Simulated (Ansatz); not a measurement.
System: CH$_{6}$NSi, net charge 0, doublet state. It need not be the lowest isomer of its formula. 
Geometry from a B3LYP-D3(BJ)/def2-TZVP (Ansatz, a program for electronic structure) optimisation:
SMILES: [SiH3]N[CH2]
```xyz
9

C     -1.4140     0.9755    -0.2809
N     -0.5255    -0.0542    -0.5470
Si     0.8987    -0.4193     0.3739
H     -2.3020     1.0699    -0.8850
H     -1.3572     1.4624     0.6805
H     -0.6700    -0.5302    -1.4231
H      1.8928     0.6827     0.3429
H      0.5354    -0.6512     1.7922
H      1.4816    -1.6379    -0.2282
```
Charge 0, spin multiplicity 2.

Basis-set convergence of Hartree-Fock and CCSD correlation energies (hartree) with Ansatz. Correlated levels leave the core frozen unless marked. UHF or UKS for open shells. No spin-orbit coupling. No relativistic terms.

```csv
basis,functions,E(HF),"E(corr, CCSD)"
cc-pV(D+d)Z,81,-384.71934,-0.44148
cc-pV(T+d)Z,183,-384.76527,-0.53156
cc-pV(Q+d)Z,354,-384.77641,-0.55979
```

Extrapolating the two largest sets (X = 3 and 4) as X^-3: E(corr) = (64·(-0.55979) - 27·(-0.53156))/37 = -0.5804 Eh, an estimate of the basis-set limit. The largest set recovers 96.5 % of it, the smallest 76.1 %.
